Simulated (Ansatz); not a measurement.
**Redistribution: CH3Br + CHCl2I → CH2BrI + CH2Cl2**

Species: CH3Br (bromomethane) `CBr`, singlet; CHCl2I (dichloroiodomethane) `ClC(Cl)I`, singlet; CH2BrI `BrCI`, singlet; CH2Cl2 `ClCCl`, singlet. The partners trade H for I; both sit on C, so the bond types are kept.

Shapes, held fixed at every level: PBE0-D4/def2-TZVP. Programs: Ansatz 0.2.0. The zero-point and thermal change to 298 K, harmonic and unscaled (PBE0-D4/def2-TZVP), is +1.7 kJ/mol.

```csv
level,kind,ΔH(298 K) (kJ/mol),less CCSD(T)/def2-TZVPP
HF/def2-SVP,Hartree–Fock,-16.9,-8.5
B3LYP-D4/def2-TZVPP,global hybrid,-6.2,+2.2
wB97M-V/def2-TZVPP,range-separated hybrid,-7.2,+1.2
B2PLYP/def2-TZVPP,double hybrid,-8.2,+0.2
MP2/def2-TZVPP,perturbation theory,-5.6,+2.8
CCSD/def2-SVP,coupled cluster or CI,-7.3,+1.1
CCSD(T)/def2-TZVPP,coupled cluster or CI,-8.4,0.0
```

The highest level, CCSD(T)/def2-TZVPP, gives ΔH(298 K) = -8.4 kJ/mol; the levels span -16.9 to -5.6. The column of differences is taken from that level and isn't an error. No measured value is set beside it here. For atoms past krypton def2 sets carry core potentials with scalar relativity. Relativity is left out for Br unless named. Correlated rows may include outer-core shells of Br, I, which these sets cover unevenly.
